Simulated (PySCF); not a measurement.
C₅H₈Si, SMILES C#CC(=C)[SiH2]C. Heavy atoms are numbered as in [CH:1]#[C:2][C:3](=[CH2:4])[SiH2:5][CH3:6]. Hydrogens are named by the atom that carries them.

Geometry optimised at B3LYP-D3(BJ)/def2-SVP. This is a generated structure with no PubChem entry under its InChIKey; it may be hypothetical. The values are those of a single conformer.

Calculation: r2SCAN/def2-TZVP (PySCF).

ESP charges are fitted to the potential on shells at 1.4 to 2.0 van der Waals radii. Atomic charges (e), one atom of each kind:

```csv
atom,Löwdin,IAO,Mulliken,ESP fit
C1 (CH),-0.09,-0.25,-0.08,-0.54
C2,-0.10,-0.02,0.00,0.17
C3,-0.28,-0.27,-0.24,-0.07
C4 (CH2),-0.14,-0.27,-0.26,-0.42
Si5 (SiH2),0.35,0.82,0.30,0.55
C6 (CH3),-0.46,-0.74,-0.48,-0.66
H on C1,0.13,0.21,0.19,0.33
H on C4,0.13,0.16,0.12,0.20
H on Si5,-0.03,-0.13,-0.04,-0.13
H on C6,0.13,0.16,0.13,0.18
```

Computed Mayer and Wiberg (Löwdin basis) orders of the bonds:
```json
[
 {"bond": "C1–C2", "Mayer": "2.68", "Wiberg": "2.86"},
 {"bond": "C2–C3", "Mayer": "1.16", "Wiberg": "1.34"},
 {"bond": "C3–C4", "Mayer": "1.77", "Wiberg": "1.98"},
 {"bond": "C3–Si5", "Mayer": "0.99", "Wiberg": "0.97"},
 {"bond": "Si5–C6", "Mayer": "0.99", "Wiberg": "1.23"}
]
```
